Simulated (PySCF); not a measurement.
## YSe from Hartree–Fock to correlated methods

State: ²Σ⁺ (doublet), unpaired electrons σ ↑. Set-up: basis Y x2c-TZVPPall, Se x2c-TZVPPall; spin-free X2C with a Gaussian nucleus; PySCF 2.14. De refers to Y (4d1 5s2) + Se in their high-spin ground configurations, without counterpoise correction. The functionals are run spin-unrestricted. A positive dipole means Y(−)Se(+). Levels whose curve was spin-contaminated or gave no clean fit are not listed.

```json
{"Level": "UHF", "Re (Å)": "2.429", "ωe (cm⁻¹)": "355", "De (eV)": "n/a", "μ (D)": "-7.53", "CPU s a point (SCF and correlation, without the integrals)": "15"}
{"Level": "UHF-MP2", "Re (Å)": "2.398", "ωe (cm⁻¹)": "354", "De (eV)": "n/a", "μ (D)": "n/a", "CPU s a point (SCF and correlation, without the integrals)": "22"}
{"Level": "UHF-SCS-MP2", "Re (Å)": "2.409", "ωe (cm⁻¹)": "350", "De (eV)": "n/a", "μ (D)": "n/a", "CPU s a point (SCF and correlation, without the integrals)": "n/a"}
{"Level": "PBE", "Re (Å)": "2.410", "ωe (cm⁻¹)": "335", "De (eV)": "5.19", "μ (D)": "-5.90", "CPU s a point (SCF and correlation, without the integrals)": "9.2"}
{"Level": "revPBE", "Re (Å)": "2.417", "ωe (cm⁻¹)": "332", "De (eV)": "4.94", "μ (D)": "-5.90", "CPU s a point (SCF and correlation, without the integrals)": "6.1"}
{"Level": "PW91", "Re (Å)": "2.409", "ωe (cm⁻¹)": "335", "De (eV)": "5.24", "μ (D)": "-5.92", "CPU s a point (SCF and correlation, without the integrals)": "10"}
{"Level": "r²SCAN", "Re (Å)": "2.402", "ωe (cm⁻¹)": "345", "De (eV)": "5.05", "μ (D)": "-6.31", "CPU s a point (SCF and correlation, without the integrals)": "16"}
{"Level": "PBE0", "Re (Å)": "2.394", "ωe (cm⁻¹)": "351", "De (eV)": "4.92", "μ (D)": "-6.46", "CPU s a point (SCF and correlation, without the integrals)": "13"}
{"Level": "BHandHLYP", "Re (Å)": "2.403", "ωe (cm⁻¹)": "353", "De (eV)": "4.36", "μ (D)": "-7.07", "CPU s a point (SCF and correlation, without the integrals)": "9.4"}
{"Level": "LC-ωPBE", "Re (Å)": "2.379", "ωe (cm⁻¹)": "367", "De (eV)": "4.69", "μ (D)": "-7.11", "CPU s a point (SCF and correlation, without the integrals)": "25"}
```

The bond length runs from 2.379 Å (LC-ωPBE) to 2.429 Å (UHF). De spans 4.36 eV (BHandHLYP, global hybrid GGA) to 5.24 eV (PW91, GGA).

Correlated steps freeze 23 core orbitals. The metal atom is held in its measured ground configuration; semilocal functionals can put another filling of s and d lower by some tenths of an eV, and De to that atom would be smaller. Spin–orbit coupling is left out, which matters for elements this heavy, above all for dissociation energies. The state is the lowest single determinant that the PBE0 search found; with open d or f shells the true ground state can be another one.

The whole job (state search and all levels along the bond) took about 27 min on 2 threads of Intel Xeon Platinum 8259CL @ 2.50GHz (shared host), peak memory 7.2 GiB.
